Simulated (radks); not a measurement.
Values are calculated unless marked as measured or tabulated.
Ga23+, configuration [He] 2s2 2p4 (the NIST ground configuration).

Level of theory: Dirac Kohn-Sham, PBE, spin-unpolarised, spherical densities, finite nucleus; open shells fill j = l - 1/2 first; Fermi nuclear charge, rms radius 3.9973 fm (a radial shooting solver on a logarithmic mesh with Libxc functionals).

Energy parts (eV):
part                      energy
total                 -41684.775
kinetic                42707.713
electron-nucleus      -88824.931
Hartree                 5551.722
exchange-correlation   -1119.278

Orbitals (lengths in bohr, moments of r in powers of bohr):
orbital	occ.	eigenvalue (eV)	<r^4>	small-component weight
1s1/2	2	-11461.25	0.00002566	1.26e-02
2s1/2	2	-2342.722	0.004408	2.64e-03
2p1/2	2	-2227.317	0.002937	2.60e-03
2p3/2	2	-2196.500	0.003105	2.56e-03

The highest occupied level is 2p3/2 at -2196.5 eV. Summed over all electrons, <r^2> = 0.2665 bohr^2, which gives a Langevin (diamagnetic) susceptibility term of -0.211 x 10^-6 cm^3/mol. The electron density at the nucleus is 2.815e+04 e/bohr^3. The density falls to 0.001 e/bohr^3 at r = 0.71 bohr. For comparison, the ionisation energy in NIST's Atomic Spectra Database is 2258 eV (semi-empirical). In exact Kohn-Sham theory the highest level is minus the ionisation energy, but local and semilocal functionals leave it too shallow, through self-interaction and a potential that decays too fast; potentials with the right tail come closer.

Beside tabulated values, note that spin-unpolarised runs miss the spin-polarisation part of the exchange energy of open shells.
